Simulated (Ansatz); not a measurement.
**Energy profile**

The step: BH₃SO₂ ([OH][B]([OH])[SH]) + NH₃ → BNH₄O₂ ([NH2][B]([OH])[OH]) + H₂S; bonds formed: S2–H5; dative contacts that become bonds: B1–N6; bonds broken: B1–S2, H5–N6 (atoms numbered as in the saddle structure below).

```xyz
11
angstrom
B -0.2635 -0.4546 0.4756
S 1.1439 -0.1345 -1.7985
O 0.7338 -0.5013 1.4056
O -1.1373 -1.4704 0.2801
H -0.1355 0.8671 -0.9609
N -0.8210 0.8907 -0.0309
H 2.1746 0.6034 -1.3503
H 1.5203 -0.0162 1.1474
H -0.7711 -2.3181 0.5450
H -0.6411 1.6871 0.5697
H -1.8033 0.8470 -0.2827
```

Electronic energies by CCSD(T) at an estimated basis limit (MP2 extrapolated from triple and quadruple zeta, plus CCSD(T) − MP2 in triple zeta), on PBE0-D4/def2-TZVP structures; BNH$_{6}$SO$_{2}$, singlet; no counterpoise correction. Ansatz 0.2.0; basis: def2-TZVPP and def2-QZVPP; cores frozen in the correlated methods. Extrapolation: Hartree–Fock as exp(−7.88 √X), correlation as X^−2.97.

Give the profile in kJ/mol, counted from the separated reactants. (Judge from chemistry; the value comes from the calculation.)

By the calculation:
| point | kJ/mol |
| --- | --- |
| separated: BH$_{3}$SO$_{2}$ (linked as [OH][B]([OH])[SH]; B1, S2, O3, O4, H7, H8, H9; singlet) + NH$_{3}$ (H5, N6, H10, H11; singlet) | 0.0 |
| start structure | -20.2 |
| saddle | 74.6 |
| end structure | -44.0 |
| separated: BNH$_{4}$O$_{2}$ (linked as [NH2][B]([OH])[OH]; B1, O3, O4, N6, H8, H9, H10, H11; singlet) + H$_{2}$S (S2, H5, H7; singlet) | -29.8 |

No T1 diagnostic of these runs exceeds 0.013.

For scale, one of the runs: CCSD(T)/def2-TZVPP, 250 basis functions, launched by `ansatz run in.yaml --threads 8 --pin off --events-out ev --progress --plain --max-ram 19148MiB`. Time: 110 s of wall clock on 8 CPU threads of an Arm Neoverse V1; the host was shared. Peak host memory: 5.6 GiB.
